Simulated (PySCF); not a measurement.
## Gas-phase thermal properties of SnI₂

Method: PySCF energies (xtb for GFN2) plus ideal-gas RRHO corrections (1 bar). All species are closed-shell singlets. I, Sn: scalar-relativistic def2 core potential, no spin-orbit coupling. The harmonic model lacks anharmonicity and excited electronic states, which grow with temperature; levels with a mode under 35 cm⁻¹ are left out. Soft modes under 120 cm⁻¹ make the harmonic entropy rough for SnI₂.

```tsv
level	point group	σ	ZPE (kJ/mol)	S°298 (J/mol/K)	Cp298 (J/mol/K)	S°1000 (J/mol/K)	H1000 − H298 (kJ/mol)
GFN2-xTB	C2v	2	2.9	343.4	56.8	413.1	40.5
PBE/def2-SVP	C2v	2	2.5	346.4	57.1	416.3	40.6
PBE0/def2-TZVP	C2v	2	2.6	344.9	57.0	414.8	40.6
```
σ: rotational symmetry number. Electronic degeneracy used: 1. Frequencies are unscaled.
